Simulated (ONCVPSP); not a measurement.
**Potentials for zirconium compared**

Generated with ld1.x 7.5 (TM, RRKJ, ultrasoft, PAW), atompaw 4.2 or ONCVPSP 4.0.1. The cutoff is in Ry: for ld1.x and atompaw files where the sum of valence levels is converged to 10 mRy in a Bessel basis, for ONCV files where the hardest occupied wave has 1 mHa per electron of residual kinetic energy. The error is the largest all-electron minus pseudo excitation energy over each file’s own four to seven test configurations (ionisations up to +4, promotions, holes and added fractions of an electron), all of which were solved. The labels leave out finer settings (local radius, basis sizes, second energies), which also bear on the numbers. Spin-polarised tests are not counted. The rows are a selection from randomly drawn settings: files with unsolved tests, undetermined cutoffs or missed reference levels are left out.

A true bound ghost makes a file unfit for plane-wave use even where its test errors are small: the radial tests pick states by their node count and pass the ghost by.

```csv
potential,cutoff (Ry),largest error (meV),bound ghosts
"ONCV, revPBE, scalar-relativistic, rc 2.00/1.55/3.10 (spd), local smoothed, core correction yes, reference 4s2 4p6 4d2.5 5s1.5, qcut 7.2/6.4/4.3, projectors 2/3/2",34,+140,none
"ONCV, PBEsol, scalar-relativistic, rc 2.00/1.35/2.25 (spd), local smoothed, core correction no, reference 4s2 4p6 4d2 5s2, qcut 5/6/6.6, projectors 2/3/3",43,-288,d
"ONCV, LDA (Perdew-Wang 92), scalar-relativistic, rc 1.95/1.90/2.55 (spd), local smoothed, core correction yes, reference 4s2 4p6 4d2 5s2, qcut 7.2/8.7/6, projectors 2/2/1",36,-160,none
"ONCV, PBE, scalar-relativistic, rc 1.90/1.45/2.35/2.55 (spdf), local smoothed, core correction yes, reference 4s2 4p6 4d2 5s2, qcut 7.1/5.3/7.4/4.8, projectors 2/2/2/2",37,-86,none
"ONCV, PBEsol, scalar-relativistic, rc 1.90/1.50/1.90 (spd), local smoothed, core correction no, reference 4s2 4p6 4d2 5s2, qcut 6/5.9/4.4, projectors 2/2/2",50,-159,none
```

**Question.** Fill in the row for Zr: ONCV, LDA (Perdew-Wang 92), scalar-relativistic, rc 2.35/1.35/2.75 (spd), local smoothed, core correction yes, reference 4s2 4p6 4d2 5s1.5, qcut 5.2/5.5/6.6, projectors 2/3/2.

**Answer.** cutoff 121 Ry, largest error -8.1 meV, bound ghosts: p.

**Question.** Fill in the row for Zr: ONCV, BLYP, fully relativistic, rc 1.95/1.50/2.95 (spd), local smoothed, core correction no, reference 4s2 4p6 4d2 5s2, qcut 7.2/4.9/6.2, projectors 2/3/3.

**Answer.** cutoff 32 Ry, largest error +22 meV, bound ghosts: none.
